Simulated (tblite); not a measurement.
C₅H₁₀P₂Se.
Atom-mapped SMILES: `[CH2:1]=[CH:2][P:3](=[Se:4])([CH:5]=[CH2:6])[CH2:7][PH2:8]` (hydrogens: H9, H10 on C1; H11 on C2; H12 on C5; H13, H14 on C6; H15, H16 on C7; H17, H18 on P8)

Cartesian coordinates in Å at the GFN2-xTB level; atoms count from 1:
```xyz
18
C5H10P2Se angstrom
C     -2.241   -1.670    0.248
C     -0.923   -1.717    0.351
P      0.096   -0.229    0.513
Se     0.601    0.187    2.499
C     -0.789    1.074   -0.385
C     -1.094    2.216    0.206
C      1.556   -0.592   -0.558
P      2.406    1.027   -0.935
H     -2.847   -2.562    0.239
H     -2.765   -0.730    0.162
H     -0.386   -2.651    0.477
H     -1.027    0.857   -1.419
H     -1.606    3.016   -0.304
H     -0.831    2.383    1.240
H      2.214   -1.281   -0.021
H      1.219   -1.053   -1.492
H      3.643    0.455   -1.223
H      2.764    1.277    0.387
```

Level: GFN2-xTB in tblite, geometry and Hessian alike; calculated harmonic values, unscaled, isolated species. This tight-binding method is rough: wavenumbers can miss measured ones by several per cent, in bad cases by 10 to 20. Modes of hydrogen on phosphorus can be 10 to 20 % off. One conformer, not necessarily the lowest.

Harmonic wavenumbers (cm⁻¹): 43.8, 52.4, 69.4, 96.0, 132.0, 143.1, 154.1, 168.2, 193.6, 235.5, 329.3, 363.2, 445.8, 530.7, 550.8, 654.2, 677.2, 709.7, 730.2, 745.7, 849.0, 886.8, 898.5, 902.4, 968.0, 983.4, 995.5, 998.5, 1020.9, 1100.0, 1126.8, 1208.1, 1219.8, 1372.7, 1373.6, 1386.2, 1648.1, 1655.1, 2295.7, 2346.7, 2921.2, 2927.7, 3017.8, 3023.0, 3067.2, 3082.1, 3109.9, 3111.7.

A = 1004, B = 823.8, C = 645.8 MHz; mass 211.942 u (most abundant isotopes); point group C1, symmetry number 1.

Q: Zero-point energy?

A: ½Σν̃ = 28261 cm⁻¹ = 338.07 kJ/mol.

Q: Give the ideal-gas entropy at 298.15 K and 1 bar in the rigid-rotor, harmonic-oscillator model (classical rotation).

A: Translation 175.66, rotation 128.77, vibration 165.15: S = 469.6 J/(mol K).

Q: And Cp and H(298.15 K) − H(0)?

A: Cp = 181.72 J/(mol K), of which vibrations give 148.46 (their classical limit is 48 R = 399.1); H(298.15 K) − H(0) = 34.47 kJ/mol without the zero-point energy, 24.55 from vibrations.

Q: Which modes carry the vibrational entropy at 298.15 K?

A: 43.8 cm⁻¹: 21.25; 52.4 cm⁻¹: 19.77; 69.4 cm⁻¹: 17.45; 96.0 cm⁻¹: 14.79; 132.0 cm⁻¹: 12.20; 143.1 cm⁻¹: 11.56 J/(mol K); the other 42 give 68.14 together.

Q: How do the functions run with temperature in this model?

A: 
```tsv
T (K)	S (J/(mol K))	Cp (J/(mol K))	H − H(0) (kJ/mol)	G − H(0) (kJ/mol)	ln q(vib)
50	266.4	68.3	2.37	-10.95	0.86
100	324.1	99.0	6.62	-25.78	2.77
373.15	513.5	210.5	49.20	-142.42	12.39
500	580.9	250.1	78.53	-211.92	16.30
750	693.2	303.1	148.20	-371.68	23.30
1000	785.4	337.6	228.56	-556.86	29.52
```

q(vib) and H(0) count from the zero-point level.

Q: What must be added to the electronic energy to get the Gibbs energy at 298.15 K and 1 bar?

A: ZPE + [H(298.15 K) − H(0)] − T·S = 338.07 + 34.47 − 140.00 = 232.54 kJ/mol.

Hindered rotation and anharmonicity are outside this model. Other conformers, if any are populated, would add a mixing term that is left out. The structure is chiral; the term R ln 2 for an equal mix with its mirror image is left out.
